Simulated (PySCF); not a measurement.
# 19F chemical shifts

Equivalent nuclei averaged, single conformer, non-relativistic, no solvent model. Coordinates at the GFN2-xTB level; σ from GIAO-PBE0/pcSseg-1; PySCF 2.14.

Shieldings were converted by a linear fit to measured shifts: 19F: δ = 146.13 − 0.903σ +14.6 on sp3 carbon (rms 6.0 ppm, 223 shifts, 7.0 ppm with the 5 outliers that the fit left out vs CFCl3, solution or neat liquid). Occasional misses reach two or three times the rms, and more in compound classes unlike the fitted ones.

Problem. Give the 19F shifts of `O=CC(F)(F)F`.

Solution. 
| compound | environment | δ (ppm) |
| --- | --- | --- |
| O=CC(F)(F)F | fluorine of a CF3 group (×3) | -82.1 |

Problem. Match the shifts -68.3, -82.1, -126.5, -139.7, -200.7 ppm to `O=CC(F)(F)F`, `[H]/N=C/c1nc(F)no1`, `C[C@@H](F)[SiH2][Si@@H]([SiH3])C(Cl)Cl`, `Fc1nnon1`, `Cc1nnccc1C(F)(F)F`.

Solution. -68.3: Cc1nnccc1C(F)(F)F (fluorine of a CF3 group); -82.1: O=CC(F)(F)F (fluorine of a CF3 group); -126.5: [H]/N=C/c1nc(F)no1 (aryl fluorine); -139.7: Fc1nnon1 (aryl fluorine); -200.7: C[C@@H](F)[SiH2][Si@@H]([SiH3])C(Cl)Cl (fluorine on an sp3 carbon).
